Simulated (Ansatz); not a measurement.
# Relaxing a trial structure of Al2AsH2Sn

The starting geometry of this gas-phase doublet was optimised with GFN2-xTB.

```xyz
6

Al    1.1541    1.0712    0.8314
Al   -0.3273   -0.9639    0.1608
As    0.8928   -0.7947    2.2183
Sn   -0.0623    1.4188   -1.3893
H    -1.3418   -1.9667   -0.5427
H    -1.1954    1.4574    0.1556
```

Task: Where would you expect an optimisation with BLYP-D3(BJ)/def2-SVP to take it?

Result: It rearranges, giving a structure with H6 bridging Al2 and Sn4, given below by its coordinates. Contacts that open: Al2–Sn4 (2.85 → 3.72 Å). Contacts that close: Al2–H6 (2.57 → 1.75 Å).

The energy falls by 0.59 eV over 20 steps:

```tsv
step	E − E(last) (eV)
1	0.593
3	0.193
5	0.059
7	0.032
9	0.028
12	0.019
14	0.007
16	0.000
18	0.000
20	0.000
```

Final geometry (Å):

```xyz
6

Al    1.1331    1.1889    0.8929
Al   -0.5995   -0.9587    0.4257
As    0.9953   -0.8037    2.1503
Sn   -0.0654    2.3049   -1.2786
H    -1.7035   -1.9505   -0.1403
H    -0.6399    0.4412   -0.6158
```

No frequencies were run, so the end isn't proven a minimum. Open shells are spin-unrestricted. Atoms past krypton carry core potentials, without spin–orbit terms. Run with Ansatz 0.2.0, 98 s on 2 threads of Intel(R) Xeon(R) Platinum 8259CL CPU @ 2.50GHz (Skylake/Cascade Lake), with other jobs on the host.
